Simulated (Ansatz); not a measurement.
Ansatz (a first-principles code) input:
A basis named .json is the Basis Set Exchange file of that set.

Ansatz 0.2 input:
```yaml
crystal:
  periodic: [false, false, false]
  atoms:
    - {symbol: O, position_ang: [0.21607434, -1.02505445, -1.52572186]}
    - {symbol: Si, position_ang: [-0.24921035, -0.21058624, -0.21054232]}
    - {symbol: O, position_ang: [-1.81190948, -0.34414589, 0.17640653]}
    - {symbol: O, position_ang: [0.26143006, -1.57030381, 0.93222362]}
    - {symbol: Si, position_ang: [0.89484112, 1.75922624, 0.36128374]}
    - {symbol: H, position_ang: [0.48595177, -0.63576090, -2.36274873]}
    - {symbol: H, position_ang: [-2.45708913, 0.36897726, 0.16128072]}
    - {symbol: H, position_ang: [-0.42565011, -1.91151177, 1.53194265]}
    - {symbol: H, position_ang: [0.76263755, -2.30391943, 0.53362051]}
    - {symbol: H, position_ang: [2.33296634, 1.45470889, 0.24040747]}
    - {symbol: H, position_ang: [0.48934566, 2.09268709, 1.73967956]}
    - {symbol: H, position_ang: [0.44824786, 2.76989224, -0.61782826]}
basis:
  gaussian:
    orbitals: cc-pV_T+d_Z.json
    fitting: {mean_field: def2-universal-jkfit, correlation: cc-pVTZ-RIFIT.json}
total_charge: 1
magnetization: {spin_polarized: false}
correlation: {method: mp2, electrons: outside_noble_gas}
```

**Question.** Which total energy does the run end on?

**Answer.** -807.51678 Eh (RI-MP2/cc-pV(T+d)Z). The basis has 266 functions.

It need not be the lowest isomer of its formula.
